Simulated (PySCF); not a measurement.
Positional isomers: furan mercapto+boryl. All species are isolated molecules in the gas phase. One relaxed conformer stands for each flexible species; it need not be the lowest. Strings in code marks are SMILES.

The numbers are results of ωB97X-D3(BJ)/def2-TZVP // PBE0-D3(BJ)/def2-SVP (PySCF), not measurements. Delta-SCF ions had no search for a lower state. Excitations are Tamm–Dancoff values on a coarser integration grid. The basis has no diffuse functions, so Rydberg states are missing or too high.

| species | S1 excitation (TDA) (eV) | HOMO (eV) | T1 excitation (TDA) (eV) | vertical ionisation energy (Delta-SCF) (eV) |
|---|---|---|---|---|
| `Bc1cc(S)co1` | ___ | -9.39 | 3.28 | 9.17 |
| `Bc1ccc(S)o1` | ___ | -8.65 | 2.97 | 8.44 |
| `Bc1ccoc1S` | 4.58 | -8.60 | 3.19 | ___ |
| `Bc1coc(S)c1` | 5.35 | -9.20 | 3.65 | 8.95 |
| `c1(c(B)coc1)S` | 4.72 | ___ | ___ | 8.50 |
| `Bc1occc1S` | ___ | -8.91 | 2.95 | 8.72 |

**Question.** Some entries are withheld; supply them.

**Answer.** 
- `Bc1cc(S)co1`, S1 excitation (TDA) (eV): 5.17
- `Bc1ccc(S)o1`, S1 excitation (TDA) (eV): 4.76
- `Bc1ccoc1S`, vertical ionisation energy (Delta-SCF) (eV): 8.42
- `c1(c(B)coc1)S`, HOMO (eV): -8.68
- `c1(c(B)coc1)S`, T1 excitation (TDA) (eV): 3.64
- `Bc1occc1S`, S1 excitation (TDA) (eV): 4.62
